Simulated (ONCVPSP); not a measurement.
**PBEsol ONCV dataset for K, non-relativistic all-electron reference.**

```json
{
  "Element": "K (Z = 19)",
  "Generator": "ONCVPSP 4.0.1",
  "Type": "optimised norm-conserving Vanderbilt (ONCV)",
  "Functional": "PBEsol",
  "Relativity": "non-relativistic",
  "Frozen core": "[Ne]",
  "Valence charge": "9",
  "Reference configuration": "3s2 3p6 4s1",
  "Partial waves": "3s+4s: rc 2.40 bohr, ncon 4, nbas 7, qcut 5.6 1/bohr, 2 projectors; 3p: rc 1.54 bohr, ncon 3, nbas 6, qcut 10.7 1/bohr, 2 projectors, debl 1 Ha; d scattering state at 0.36 Ha: rc 2.35 bohr, ncon 4, nbas 7, qcut 4.1 1/bohr, 1 projector",
  "Local potential": "polynomial inside 1.10 bohr (lpopt 5, dvloc0 1 Ha)",
  "Core correction": "none"
}
```

All-electron outer shells of the reference configuration (PBEsol, non-relativistic, ld1.x):

```json
{"shell": "2p", "level (eV)": "-279.71", "outermost node (bohr)": "–", "outermost maximum (bohr)": "0.26"}
{"shell": "3s", "level (eV)": "-34.96", "outermost node (bohr)": "0.48", "outermost maximum (bohr)": "1.08"}
{"shell": "3p", "level (eV)": "-18.83", "outermost node (bohr)": "0.45", "outermost maximum (bohr)": "1.15"}
{"shell": "4s", "level (eV)": "-2.29", "outermost node (bohr)": "1.59", "outermost maximum (bohr)": "4.23"}
```

Results:

```
Cutoffs needed           : 22 Ha and 31 Ha (the cutoffs (Ha) at which the residual kinetic energy of the hardest occupied pseudo-wave falls to 1 and 0.1 mHa per electron)
Ghost test               : no bound ghost flagged; no localised positive-energy state flagged
Largest excitation error : +19 meV (all-electron minus pseudo) for 3s2 3p5 4s1, out of 4 test configurations
```

Generation and tests took about 4.8 s on one core of a shared server CPU.
